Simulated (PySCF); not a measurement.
An unknown shows these calculated signals:

$^{1}$H NMR (400 MHz, computed): δ 6.17 (br s, 1H), 3.41 (s, 3H), 2.09 (s, 3H).

$^{13}$C{$^{1}$H} NMR (computed): δ 132.7 (C), 115.6 (C), 42.8 (CH3), 21.6 (CH3).

[PySCF: structure optimised with GFN2-xTB; shieldings: GIAO PBE0/pcSseg-1; no relativistic terms; one computed conformer; fast rotation and ring inversion assumed for equivalent nuclei; no solvent model]

Referencing at the same level of theory: $^{1}$H (31.72 ppm) and $^{13}$C (186.93 ppm) vs TMS.

Which of these does the molecule contain: an N-methyl group, a ketone, an amide, a CF3 group, a C≡C triple bond, an NH or NH2 group?

Results:


- An N-methyl group: yes (δC 42.8; δH 3.41 (s)).
- A ketone: no.
- An amide: no.
- A CF3 group: yes (δC 132.7).
- A C≡C triple bond: no.
- An NH or NH2 group: yes (δH 6.17 (br s)).

The data belong to `InChI=1S/C4H7F3N2/c1-3(9-8-2)4(5,6)7/h8H,1-2H3/b9-3-`; they needn't prove each group on their own.

Carbon signals by region: 2 in the sp2 and nitrile region (100–160 ppm), 2 below 50 ppm.

OH and NH positions are those of a molecule without intermolecular hydrogen bonds; in solution they move with solvent, concentration and temperature, and exchange usually removes their couplings. Splittings by $^{19}$F in the carbon and heteronuclear signals aren't shown, as no couplings were computed. Shifts are as computed. Against solution values, carbons near 30 ppm lie about +3 ppm off and those near 130 ppm about +5 ppm. Of 1211 compounds with measured shifts, 218 miss one by over three times the rms of a fit or turn the order of signals round; such compounds aren't used in these exercises. No couplings were computed; multiplicities are counted from neighbouring protons, with m where these are inequivalent, close in shift, in a saturated or five-membered ring or joined by F or P, and br s for small geminal =CH2 splittings.
